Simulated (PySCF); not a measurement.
GaFClBr, SMILES [F][Ga]([Cl])[Br].

Geometry: B3LYP-D3(BJ)/def2-SVP.

Two levels are set side by side: PBE/def2-TZVPD (PySCF) and PBE0/def2-TZVPD (PySCF). Same geometry, gas phase. Differences are taken from unrounded values.

```json
[
 {"quantity": "orbital gap (eV)", "PBE0": "6.85", "PBE": "4.60", "PBE minus PBE0": "-2.24"},
 {"quantity": "highest occupied level (eV)", "PBE0": "-9.23", "PBE": "-7.90", "PBE minus PBE0": "1.33"},
 {"quantity": "lowest empty level (eV)", "PBE0": "-2.38", "PBE": "-3.30", "PBE minus PBE0": "-0.92"},
 {"quantity": "dipole moment (D)", "PBE0": "1.10", "PBE": "1.07", "PBE minus PBE0": "-0.03"},
 {"quantity": "mean polarisability (bohr³)", "PBE0": "61.8", "PBE": "65.5", "PBE minus PBE0": "3.7"}
]
```

PBE's occupied levels lie high since its potential decays too fast outside the molecule; exact exchange lowers them and widens the gap. PBE's more diffuse valence density responds more strongly to a field. Differences between two approximate levels are no errors against the true value.

Rough cost on one machine, each run with all the roots and properties that it gave: PBE0 against PBE within a factor of 2.
